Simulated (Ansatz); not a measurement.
Gas-phase electronic energies from Ansatz, PBE0-D4/def2-TZVP geometries. CCSD(T)/CBS adds triple-zeta CCSD(T) − MP2 to the extrapolated MP2 energy (def2 sets, frozen cores). This one scheme is used for every species. DFT in def2-TZVPP. For Br outer-core shells are correlated without core-valence functions, which leaves a few kJ/mol of doubt a bond. Scalar relativity is left out up to krypton.

Consider the ligand exchange at the Al–C bond: `[CH3][AlH][CH3]` + HBr → `[CH3][AlH][Br]` + CH₄.

```
     level  ΔE (kJ/mol)
r2SCANh-D4       -184.8
   ωB97M-V       -179.7
```

(1) What does CCSD(T)/CBS give? (Best estimate.)

Largest T1 diagnostic among the species: 0.009.

## Answers

(1) Computed: -182.8 kJ/mol. The listed levels differ from it by -2.0, 3.1 kJ/mol.

From BLYP to BHLYP (50 % exact exchange), in def2-TZVPP and without D4, ΔE moves by −11.0 kJ/mol. Leaving LDA and LC-ωPBE aside and taking each functional with its dispersion term where it has one, the values, not all of them listed here, spread over 15.1 kJ/mol, from BHLYP-D4 to revPBE-D4. LDA lies +5.3 kJ/mol from PBE without D4.
